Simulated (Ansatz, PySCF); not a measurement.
This PySCF input computes a CAM-B3LYP/def2-TZVPD energy:

```python
from pyscf import gto, scf, dft

mol = gto.M(
    atom='''
    Se   -2.02325987   -0.96109939   -0.25137356
    Se    0.08128135   -1.00791912    0.42278854
    I     1.24579755    1.26314396   -0.10996433
    ''',
    basis='def2-tzvpd',
    ecp='def2-tzvp',
    charge=0,
    spin=1,
    verbose=4,
)

mf = dft.UKS(mol, xc='camb3lyp').density_fit(auxbasis='def2-universal-jkfit')
mf.grids.level = 3
mf.conv_tol = 1e-9
mf.max_cycle = 100
mf.max_memory = 1500
mf.kernel()
if not mf.converged:
    mf = mf.newton()
    mf.kernel(mf.make_rdm1())
for _ in range(2):
    mo, _, stable, _ = mf.stability(return_status=True)
    if stable:
        break
    mf.kernel(mf.make_rdm1(mo, mf.mo_occ))
mf.analyze()
```

Task: Write an input for the same energy in Ansatz (an electronic-structure program) and say what it gives.

Result: 
Ansatz 0.2 input:
```yaml
crystal:
  periodic: [false, false, false]
  atoms:
    - {symbol: Se, position_ang: [-2.02325987, -0.96109939, -0.25137356]}
    - {symbol: Se, position_ang: [0.08128135, -1.00791912, 0.42278854]}
    - {symbol: I, position_ang: [1.24579755, 1.26314396, -0.10996433]}
basis:
  gaussian:
    orbitals: def2-TZVPD
hamiltonian:
  xc: {name: CAM-B3LYP}
magnetization: {spin_polarized: true, initial_magnetization: 1}
output: {forces: true}
```
It gives -5101.08838 Eh, and PySCF -5101.08841 Eh, a difference of 0.03 mEh, from the treatment of integrals and grids.

It need not be the lowest isomer of its formula.
